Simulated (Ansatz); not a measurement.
Consider the substitution at a C–Si bond: `C[SiH]1CN1` + `[OH][Hf]([Cl])([Cl])[Cl]` → `C[O][Hf]([Cl])([Cl])[Cl]` + `C1N[SiH2]1`.

Program: Ansatz. Geometries: PBE0-D4/def2-TZVP. ΔE: electronic, gas phase. CBS: MP2 limit from def2 TZ/QZ plus the TZ coupled-cluster correction, frozen cores. DFT in def2-TZVPP. B3LYP here is the variant with VWN-RPA as its local correlation; programs differ in this. HSE06 is defined as in plane-wave codes. Elements past krypton have def2 core potentials. For Hf outer-core shells are correlated without core-valence functions, which leaves a few kJ/mol of doubt a bond. Each species was taken in one conformer, which may not be the lowest.

`C[SiH]1CN1`:

Z-matrix (Å, degrees):
```
C
Si 1 1.860
H 1 1.093 2 111.0
H 1 1.092 2 110.6 3 120.4
H 1 1.093 2 110.7 3 -119.5
C 2 1.828 1 120.1 3 -141.5
N 2 1.720 1 122.2 3 -82.5
H 2 1.481 1 112.8 3 61.8
H 6 1.087 2 124.8 1 -150.7
H 6 1.090 2 117.2 1 1.3
H 7 1.009 2 126.3 1 3.6
```

`[OH][Hf]([Cl])([Cl])[Cl]`:

Cartesian coordinates in Å:
```
O 0.593 -0.740 -1.137
Hf -0.161 0.201 0.308
Cl -1.682 -1.183 1.418
Cl 1.538 0.844 1.778
Cl -1.264 2.096 -0.500
H 0.975 -1.218 -1.866
```

`C[O][Hf]([Cl])([Cl])[Cl]`:

Cartesian coordinates in Å:
```
C 1.399 -0.559 0.852
O 0.271 -0.106 0.165
Hf -1.243 0.497 -0.757
Cl -1.263 2.837 -0.695
Cl -1.115 -0.264 -2.968
Cl -3.145 -0.368 0.300
H 1.974 0.293 1.222
H 1.094 -1.179 1.698
H 2.028 -1.151 0.183
```

`C1N[SiH2]1`:

```xyz
8

C     0.011    0.726   -0.601
N     0.065    0.580    0.885
Si   -0.304   -0.923    0.125
H    -0.775    1.389   -0.953
H     0.957    0.872   -1.122
H     0.949    0.801    1.319
H     0.741   -1.960   -0.035
H    -1.646   -1.486    0.383
```

```csv
level,ΔE (kJ/mol),difference from CCSD(T)/CBS
LDA (SPW92),85.5,-2.1
PBE-D4,83.2,-4.4
BLYP-D4,76.6,-11.0
r2SCAN-D4,87.2,-0.4
B97M-V,86.5,-1.1
PBE0-D4,86.6,-1.0
B3LYP-D4,79.8,-7.8
r2SCANh-D4,88.2,0.6
r2SCAN0-D4,89.5,1.9
HSE06-D4,86.3,-1.3
BHLYP-D4,81.4,-6.2
CAM-B3LYP-D4,81.3,-6.3
ωB97X-V,83.2,-4.4
ωB97M-V,89.1,1.5
B2PLYP,80.3,-7.3
PBE,82.0,-5.6
revPBE,79.8,-7.8
BLYP,73.7,-13.9
r2SCAN,87.1,-0.5
PBE0,85.6,-2.0
B3LYP,77.7,-9.9
r2SCANh,88.1,0.5
r2SCAN0,89.4,1.8
HSE06,85.4,-2.2
CAM-B3LYP,80.4,-7.2
RPA@PBE/def2-TZVPP,71.5,-16.1
HF/def2-SVP,62.9,-24.7
MP2/def2-SVP,70.4,-17.2
CCSD/def2-SVP,63.6,-24.0
HF/def2-TZVPP,74.4,-13.2
MP2/def2-TZVPP,87.0,-0.6
SCS-MP2/def2-TZVPP,79.8,-7.8
CCSD/def2-TZVPP,81.8,-5.8
CCSD(T)/def2-TZVPP,81.4,-6.2
HF/def2-QZVPP,74.0,-13.6
MP2/def2-QZVPP,90.5,2.9
SCS-MP2/def2-QZVPP,83.5,-4.1
HF/CBS(def2),74.0,-13.6
MP2/CBS(def2),93.3,5.7
CCSD/CBS(def2),88.0,0.4
CCSD(T)/CBS,87.6,0
```

Largest T1 diagnostic among the species: 0.014.

In def2-TZVPP, CCSD(T) changes the Hartree–Fock value by +7.0 kJ/mol (the triples alone add −0.4 kJ/mol) and MP2 by +12.7 kJ/mol. At CCSD(T), def2-SVP lies −25.2 kJ/mol from the extrapolated value and def2-TZVPP −6.2 kJ/mol. From BLYP to BHLYP (50 % exact exchange), in def2-TZVPP and without D4, ΔE moves by +6.3 kJ/mol.
